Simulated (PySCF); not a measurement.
PbI3, SMILES [I][Pb-]([I])[I], charge -1.

The structure is a stationary point at PBE0-D3(BJ)/def2-SVPD. The isomer is the one that the SMILES or the coordinates give; other isomers of the formula were not compared. The def2 effective core potentials stand for the cores of I, Pb; spin–orbit coupling is left out.

These are IEF-PCM-M06-2X/def2-SVPD in PySCF 2.14.0 values and carry that method's errors.

The values are the electrostatic part of the solvation free energy, E(continuum) − E(gas) at the gas-phase geometry, in a cavity of scaled van der Waals radii (PySCF's table); cavitation and dispersion terms are not included. A continuum can't describe solvent molecules that bind to the metal. In vacuum the orbital gap is 6.22 eV.

```json
[
 {"solvent": "water", "ε": "78.36", "ΔG(elec) (kcal/mol)": "___", "gap (eV)": "___"},
 {"solvent": "benzene", "ε": "2.27", "ΔG(elec) (kcal/mol)": "-24.5", "gap (eV)": "6.44"},
 {"solvent": "diethylether", "ε": "4.24", "ΔG(elec) (kcal/mol)": "-34.3", "gap (eV)": "6.54"}
]
```

**Question.** Fill in the missing entries. (An estimate is asked for; the answer gives what the named calculation found.)

**Answer.** 
- water, ΔG(elec) (kcal/mol): -46.2
- water, gap (eV): 6.69
